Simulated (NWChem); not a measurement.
C₂H₄BFO; SMILES CB(F)C=O

```xyz
9

C     -1.4664     0.7733    -0.0044
B      0.0595     0.4927     0.0028
F      0.9492     1.4780     0.0271
C      0.6703    -1.0013    -0.0483
O     -0.0382    -1.9779     0.0447
H     -2.0428    -0.1214     0.2684
H     -1.7557     1.0481    -1.0362
H     -1.7424     1.6259     0.6344
H      1.7830    -1.1274    -0.1664
```
Atoms are numbered in this order, from 1.

Computed with NWChem. Pople sets run with spherical d functions. The geometry was optimised at PBE0/def2-SVP. Level r2SCAN/6-31G*: energy and gradient on several grids; changes count from the extra-fine grid, which is no exact limit either.

Task: Which is the coarsest grid (xcoarse; medium; xfine; coarse; fine) from which on the energy stays within 500 μHa and each gradient component within 500 μHa/bohr of xfine?

Result: coarse.
```csv
grid,size of the energy change (μHa),largest change of a gradient component (μHa/bohr),"time, medium = 1 (rough)"
xcoarse,4000,2000,about 1
coarse,200,300,about 1
medium,40,80,about 1
fine,40,40,about 1
xfine,< 10,< 30,2
```
